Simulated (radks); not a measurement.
The numbers below are computed, except where a source is named.
Excited configurations of Pd III: one electron is placed in a higher orbital outside [Kr] 4d7. The ground configuration is [Kr] 4d8. Level of theory: scalar-relativistic Kohn-Sham, BLYP, spin-unpolarised, spherical densities, point nucleus (a radial shooting solver on a logarithmic mesh with Libxc functionals). Excitation = E - E(ground); binding = E(ion) - E, where the ion is the core of charge +3; n* = 3/sqrt(2 binding) in atomic units, and the quantum defect is n - n*.

outer orbital,excitation (eV),binding (eV),n*,quantum defect,eigenvalue (eV),<r> (bohr)
4f,26.133,8.118,3.884,0.116,-6.188,5.269
5p,14.466,19.785,2.488,2.512,-16.149,2.998
5d,22.468,11.783,3.224,1.776,-9.423,4.353
6d,27.154,7.097,4.154,1.846,-5.892,7.954
6f,30.239,4.012,5.524,0.476,-3.333,13.66
7p,28.073,6.178,4.452,2.548,-5.263,9.887

The Delta-SCF ionisation energy is 34.251 eV (NIST Atomic Spectra Database: 32.930 eV, semi-empirical). Self-interaction in the functional shifts the binding energies and quantum defects, so they are the method's values and not measured ones. Spin polarisation and multiplet splitting are left out, so open shells lie too high by an amount that depends on their filling.

Beside tabulated values, note that spin-unpolarised runs miss the spin-polarisation part of the exchange energy of open shells.
